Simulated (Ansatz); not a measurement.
`C/C(N)=C\[SiH3]` from Hartree–Fock to CCSD(T)

```xyz
14

C    -0.914    0.787    0.891
C     0.220   -0.172    0.716
N     0.781   -0.574    1.906
C     0.690   -0.556   -0.487
Si    0.065    0.022   -2.119
H    -1.333    1.100   -0.065
H    -1.719    0.330    1.476
H    -0.580    1.678    1.429
H     1.412   -1.357    1.871
H     0.195   -0.552    2.723
H     1.522   -1.258   -0.494
H     0.832   -0.663   -3.194
H     0.212    1.494   -2.323
H    -1.382   -0.278   -2.331
```

Charge 0, multiplicity 1. The structure was optimised at the PBE0-D4/def2-TZVP level. It is one conformer, not always the lowest. Frozen core, restricted reference, Ansatz 0.2.0. CBS rows extrapolate triple and quadruple zeta; past MP2 they add the triple-zeta difference.

```
     basis     HF (Eh)  MP2 corr.  CCSD corr.       (T)  CCSD(T) total
  def2-SVP  -461.99204   -0.68424    -0.74693  -0.02411     -462.76308
def2-TZVPP  -462.28928   -0.84293    -0.89507  -0.03757     -463.22192
def2-QZVPP  -462.30650   -0.89902           –         –              –
 CBS(def2)  -462.30887   -0.94057    -0.99270     as TZ     -463.33914
```
